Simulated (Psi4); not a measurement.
Two rigid molecules brought together: H2 ··· HCl (SMILES [H][H] and Cl), singlet. Monomers: optimised at B3LYP-D3(BJ) (def2-TZVP), held rigid. Orientation: lowest of the rigid-body minima from ten starts at GFN2-xTB. R is the distance of the centres of mass, along which the second monomer moves.

Levels: PBE/def2-TZVP, counterpoise-corrected (Psi4); PBE-D3(BJ)/def2-TZVP, counterpoise-corrected (Psi4); B3LYP-D3(BJ)/def2-TZVP, counterpoise-corrected (Psi4); CCSD(T)/aug-cc-pVDZ = Psi4 1.11 with DF-CCSD(T)/aug-cc-pVDZ, frozen core, counterpoise-corrected.

Interaction energies in kcal/mol; the last columns give the difference from CCSD(T):

| R / Å | PBE/def2-TZVP | PBE-D3(BJ)/def2-TZVP | B3LYP-D3(BJ)/def2-TZVP | CCSD(T)/aug-cc-pVDZ | PBE/def2-TZVP − CCSD(T)/aug-cc-pVDZ | PBE-D3(BJ)/def2-TZVP − CCSD(T)/aug-cc-pVDZ | B3LYP-D3(BJ)/def2-TZVP − CCSD(T)/aug-cc-pVDZ |
|---|---|---|---|---|---|---|---|
| 2.73 | 9.84 | 9.41 | 11.13 | 13.70 | -3.86 | -4.29 | -2.57 |
| 2.90 | 5.14 | 4.74 | 5.90 | 7.50 | -2.36 | -2.76 | -1.61 |
| 3.14 | 2.11 | 1.76 | 2.43 | 3.22 | -1.11 | -1.46 | -0.79 |
| 3.30 | 1.17 | 0.85 | 1.34 | 1.83 | -0.66 | -0.98 | -0.49 |
| 3.48 | 0.60 | 0.31 | 0.68 | 0.97 | -0.37 | -0.66 | -0.29 |
| 3.69 | 0.28 | 0.03 | 0.32 | 0.47 | -0.19 | -0.44 | -0.15 |
| 4.02 | 0.11 | -0.08 | 0.13 | 0.17 | -0.06 | -0.25 | -0.04 |
| 4.29 | 0.07 | -0.07 | 0.09 | 0.09 | -0.02 | -0.16 | 0.00 |
| 4.78 | 0.06 | -0.03 | 0.07 | 0.05 | 0.00 | -0.08 | 0.01 |
| 5.48 | 0.05 | 0.02 | 0.05 | 0.04 | 0.02 | -0.02 | 0.01 |
| 6.48 | 0.03 | 0.02 | 0.02 | 0.02 | 0.01 | 0.00 | 0.00 |
| 7.76 | 0.01 | 0.01 | 0.01 | 0.01 | 0.00 | 0.00 | 0.00 |

PBE/def2-TZVP is furthest from CCSD(T)/aug-cc-pVDZ at 2.73 (-3.86 kcal/mol, below); its mean absolute difference over the points is 0.72 kcal/mol.

PBE-D3(BJ)/def2-TZVP is furthest from CCSD(T)/aug-cc-pVDZ at 2.73 (-4.29 kcal/mol, below); its mean absolute difference over the points is 0.93 kcal/mol.

B3LYP-D3(BJ)/def2-TZVP is furthest from CCSD(T)/aug-cc-pVDZ at 2.73 (-2.57 kcal/mol, below); its mean absolute difference over the points is 0.50 kcal/mol.
